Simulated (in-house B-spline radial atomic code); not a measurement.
Configurations of Ge VII (Ge6+), with energies counted from [Ar] (3d3/2)4 (3d5/2)4. Method: Dirac-Hartree-Fock, average of each configuration as written, Fermi nucleus of rms radius 4.0742 fm. Calculated with an all-electron radial atomic-structure program (B-spline basis). Energies include first-order Breit, QED and recoil terms.

Occupations are held fixed; configurations that lie above the ionisation limit could autoionise.

| configuration | E - E(ref) (eV) | highest orbital | its <r> (bohr) |
| --- | --- | --- | --- |
| [Ar] (3d3/2)3 (3d5/2)5 | 0.84433 | 3d5/2 | 0.6536 |
| [Ar] (3d3/2)2 (3d5/2)6 | 1.0354 | 3d3/2 | 0.651 |
| [Ar] (3d3/2)3 (3d5/2)4 7s1 | 126.03 | 7s1/2 | 6.963 |
| [Ar] (3d3/2)2 (3d5/2)5 (6f7/2)1 | 128.12 | 6f7/2 | 6.636 |
| [Ar] (3d3/2)3 (3d5/2)4 (7f5/2)1 | 132.71 | 7f5/2 | 9.389 |
| [Ne] 3s2 (3p1/2)2 (3p3/2)3 (3d3/2)4 (3d5/2)4 (4f5/2)1 | 197.11 | 4f5/2 | 2.443 |
| [Ne] 3s2 (3p1/2)1 (3p3/2)4 (3d3/2)3 (3d5/2)5 (5g7/2)1 | 219.08 | 5g7/2 | 3.922 |
| [Ne] 3s2 (3p1/2)2 (3p3/2)3 (3d3/2)2 (3d5/2)6 (7f7/2)1 | 229.75 | 7f7/2 | 9.369 |

**Question.** Order these further configurations by energy, lowest first.
A. [Ar] (3d3/2)4 (3d5/2)3 (5d3/2)1
B. [Ar] (3d3/2)4 (3d5/2)3 (5f7/2)1
C. [Ar] (3d3/2)3 (3d5/2)4 4s1
D. [Ne] 3s2 (3p1/2)1 (3p3/2)4 (3d3/2)3 (3d5/2)6
E. [Ne] 3s2 (3p1/2)1 (3p3/2)4 (3d3/2)3 (3d5/2)5 5s1

**Answer.** C (51.62 eV), D (99.481 eV), A (110.43 eV), B (118.2 eV), E (196.45 eV).

**Question.** How far above the reference does [Ar] (3d3/2)1 (3d5/2)6 (5p3/2)1 lie?

**Answer.** 103.26 eV; its least bound orbital is 5p3/2 with <r> = 3.181 bohr.

**Question.** How far above the reference does [Ne] 3s2 (3p1/2)1 (3p3/2)4 (3d3/2)2 (3d5/2)6 4s1 lie?

**Answer.** 148.14 eV; its least bound orbital is 4s1/2 with <r> = 1.547 bohr.

**Question.** How far above the reference does [Ar] (3d3/2)4 (3d5/2)3 (5g9/2)1 lie?

**Answer.** 118.78 eV; its least bound orbital is 5g9/2 with <r> = 3.923 bohr.
